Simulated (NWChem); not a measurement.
System: B2, triplet; SMILES [B][B]

Results from NWChem. Spin-unrestricted. No stability test was run on the SCF state. Each level has its own optimisation; frequencies are unscaled.

| level | basis functions | r B–B (Å) | highest harmonic frequency (cm⁻¹) | zero-point energy (kcal/mol) | relative time |
|---|---|---|---|---|---|
| B3LYP/cc-pVDZ | 28 | 1.628 | 1002 | 1.4 | 1 |
| B3LYP/aug-cc-pVDZ | 46 | 1.628 | 999 | 1.4 | 2 |
| B3LYP/cc-pVTZ | 60 | 1.612 | 1006 | 1.4 | 4 |
| B3LYP/aug-cc-pVTZ | 92 | 1.612 | 1006 | 1.4 | 10 |

The last column is a rough cost ratio, cheapest run = 1.
